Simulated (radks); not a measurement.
Q: The cobalt ion Co4+, [Ar] 3d5. Calculated with a radial shooting solver on a logarithmic mesh with Libxc functionals: non-relativistic Kohn-Sham, exchange-only B88, spin-polarised, spherical densities, point nucleus. Every spin shell is full or empty, so the densities are truly spherical. Functionals are evaluated on that one density, not self-consistently. Rank these orbital-free kinetic functionals by their error against the exact value of the orbitals, and give that value: Thomas-Fermi, von Weizsacker, TF + vW/5, revAPBEK, Perdew 92, Thakkar, Pearson, LKT.

A: Exact: 1377.63 hartree. From best to worst, with 100 (|E| - |E exact|)/|E exact| (equal figures are ties): revAPBEK +0.36, Thakkar -0.40, Perdew 92 -0.74, Pearson -1.29, TF + vW/5 +3.84, Thomas-Fermi -6.48, LKT +24.85, von Weizsacker -48.39.
